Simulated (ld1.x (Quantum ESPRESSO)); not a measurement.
P: excitation energies, all-electron against RRKJ

phosphorus (P), norm-conserving RRKJ (Kleinman–Bylander form), made with ld1.x (Quantum ESPRESSO) 7.5 (PBEsol, scalar-relativistic). Core [Ne], reference 3s1.75 3p3.25. Waves: 3p (bound): rc 1.60 bohr; 3d channel at -0.1 Ry: rc 1.65 bohr; 3s (bound): rc 1.70 bohr. Local part: the s channel. Core correction: Bessel-smoothed model core inside 1.05 bohr.

Energies are relative to the spin-unpolarised reference configuration 3s1.75 3p3.25; without spin polarisation the order of configurations can differ from experiment.

**Question.** Give the all-electron excitation energy and the error of the potential for: 3s2 3p3; 3s2 3p2; 3s2 3p1; 3s2 3p3.3; 3s2 3p2.5; 3s2 3p0; 3s1 3p0.

**Answer.**

```json
{"valence configuration": "3s2 3p3", "charge": "0", "ΔE all-electron (eV)": "-2.114", "error AE − PS (meV)": "-0.2"}
{"valence configuration": "3s2 3p2", "charge": "+1", "ΔE all-electron (eV)": "7.584", "error AE − PS (meV)": "+2.8"}
{"valence configuration": "3s2 3p1", "charge": "+2", "ΔE all-electron (eV)": "26.696", "error AE − PS (meV)": "+26"}
{"valence configuration": "3s2 3p3.3", "charge": "-0.3", "ΔE all-electron (eV)": "-3.413", "error AE − PS (meV)": "+0.3"}
{"valence configuration": "3s2 3p2.5", "charge": "+0.5", "ΔE all-electron (eV)": "1.646", "error AE − PS (meV)": "0.0"}
{"valence configuration": "3s2 3p0", "charge": "+3", "ΔE all-electron (eV)": "56.402", "error AE − PS (meV)": "+92"}
{"valence configuration": "3s1 3p0", "charge": "+4", "ΔE all-electron (eV)": "108.314", "error AE − PS (meV)": "+194"}
```
